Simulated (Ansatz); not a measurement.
Cu4⁻. The state is a doublet with charge -1. Geometry r2SCAN-D4/def2-SVPD, basis def2-TZVPD, Ansatz.

| atom | x (Å) | y (Å) | z (Å) |
| --- | --- | --- | --- |
| Cu1 | -0.901 | -1.659 | -0.429 |
| Cu2 | 0.078 | -1.100 | 1.589 |
| Cu3 | 0.053 | 0.411 | -0.146 |
| Cu4 | 0.770 | 2.348 | -1.015 |

| run | HOMO (eV) | LUMO (eV) |
| --- | --- | --- |
| A | 0.42 | 1.08 |
| B | -0.07 | 1.80 |
| C | 0.14 | 1.28 |
| D | 0.36 | 0.98 |

Another isomer (doublet) lies 0.28 eV lower at PBE0-D4/def2-TZVPD; other spin states weren't run for this one.

HOMO and LUMO are taken over both spins.

The runs used PBE, PBE0, r2SCAN, revPBE. Estimate which is which.

A revPBE (0 % exact exchange); B PBE0 (25 % exact exchange); C r2SCAN (0 % exact exchange); D PBE (0 % exact exchange). Exact exchange lowers occupied and raises empty levels; among semilocal functionals meta-GGAs tend to open the gap a little, and such runs are hard to tell apart. The gap grows from 0.62 eV (PBE) to 1.87 eV (PBE0). At revPBE-D4/def2-TZVPD, r2SCAN-D4/def2-TZVPD, PBE-D4/def2-TZVPD the highest occupied level of the charge -1 doublet lies above zero (up to 0.42 eV). The electron is either unbound and held by the finite basis, or the level is raised by self-interaction error.
